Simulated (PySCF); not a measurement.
Si(I)(Me)(OH)2 (CH5IO2Si), SMILES O[Si](O)(C)I.

The structure is a stationary point at B3LYP-D3(BJ)/def2-SVP. The structure was generated by enumeration, and PubChem lists no compound with its InChIKey, so it may never have been made. The def2 effective core potentials stand for the cores of I; spin–orbit coupling is left out. One conformer was computed; it need not be the lowest.

Computed with TDA-PBE/def2-SVPD in PySCF 2.14.0.

Vertical excitations. 

```tsv
state	energy (eV)	λ (nm)	f	main pairs
S1	5.59	222	0.039	HOMO→LUMO 87 %
S2	5.61	221	0.046	HOMO−1→LUMO 90 %
S3	5.83	213	0.005	HOMO→LUMO+1 83 %
S4	5.87	211	0.011	HOMO−1→LUMO+1 84 %
S5	6.39	194	0.008	HOMO−1→LUMO+2 88 %
S6	6.44	193	0.017	HOMO→LUMO+2 70 %, HOMO−2→LUMO 20 %
S7	6.69	185	0.094	HOMO−2→LUMO 39 %, HOMO−2→LUMO+1 39 %, HOMO−1→LUMO+3 9 %, HOMO→LUMO+2 7 %
S8	6.80	182	0.019	HOMO−2→LUMO+1 53 %, HOMO−1→LUMO+3 19 %, HOMO−2→LUMO 12 %, HOMO−3→LUMO 10 %
S9	6.87	180	0.003	HOMO→LUMO+3 92 %
S10	7.01	177	0.020	HOMO−1→LUMO+3 52 %, HOMO−3→LUMO 29 %
T1	5.22	238	0	HOMO→LUMO 97 %
T2	5.23	237	0	HOMO−1→LUMO 97 %
T3	5.64	220	0	HOMO−1→LUMO+1 69 %, HOMO→LUMO+1 26 %
T4	5.66	219	0	HOMO→LUMO+1 70 %, HOMO−1→LUMO+1 27 %
```
Triplets are in the Tamm–Dancoff approximation.
